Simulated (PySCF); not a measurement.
Computed Raman spectrum (relative Raman activity) of a molecule C4H6F2. Coordinates come from a PBE0-D3(BJ)/def2-SVP optimisation. Other conformers were not sampled. Calculation: PBE0-D3(BJ)/def2-SVP (PySCF 2.14.0). No scaling factor is applied to the harmonic values.

```csv
ν (cm⁻¹),relative intensity
627,3.1
761,2.6
1403,3.8
1414,2.9
1448,8.6
1468,10
1865,10
3044,3.8
3047,100
3118,58
3180,39
```

**Question.** Which structure fits?
A) C=CC(C)(F)F
B) CC/C(F)=C/F
C) F[C@H]1CC[C@@H]1F
D) CC(C)=C(F)F

**Answer.** D, CC(C)=C(F)F
